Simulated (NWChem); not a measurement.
C3Cl2F2; SMILES C(=C(F)F)=C(Cl)Cl

```xyz
7

F      1.0860     0.0000     2.6362
C      0.0000     0.0000     1.8746
F     -1.0860     0.0000     2.6362
C      0.0000     0.0000     0.5588
C      0.0000     0.0000    -0.7553
Cl     0.0000     1.4591    -1.7095
Cl     0.0000    -1.4591    -1.7095
```
Atoms are numbered in this order, from 1.

Computed with NWChem. All runs use the structure optimised with PBE-D3(BJ)/def2-SVP. Level: PBE/def2-SVP with SMD (1 M gas to 1 M solution), gas-phase geometry.

Problem. Predict the results for solvent methanol. Quantities: solvation free energy (kcal/mol); cavity-dispersion-structure term (kcal/mol); dipole in solution (D).

Solution. 
```
Item                                         Value
-------------------------------------------  -----
solvation free energy (kcal/mol)              -0.7
cavity-dispersion-structure term (kcal/mol)    0.1
dipole in solution (D)                        0.12
```
